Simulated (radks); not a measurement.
Ho4+, configuration [Kr] 4d10 4f9.25 5s2 5p5.75 (fractional occupations, a model configuration). All-electron calculation, Dirac Kohn-Sham, exchange-only LDA, spin-unpolarised, spherical densities, point nucleus; open shells fill j = l - 1/2 first. Program: a radial shooting solver on a logarithmic mesh with Libxc functionals.

Spin-orbit splittings of the eigenvalues, e(l+1/2) - e(l-1/2), with zeta = 2 splitting/(2l+1) and mean radii in bohr:

shell,occ.,splitting (eV),zeta (eV),<r> j=l-1/2,<r> j=l+1/2
2p,6,855.9,570.6,0.07293,0.08010
3p,6,178.6,119.1,0.2193,0.2329
3d,10,39.05,15.62,0.2055,0.2097
4p,6,40.50,27.00,0.5275,0.5584
4d,10,7.392,2.957,0.5869,0.5977
4f,9.25,1.102,0.3149,0.7481,0.7580
5p,5.75,6.015,4.010,1.353,1.438
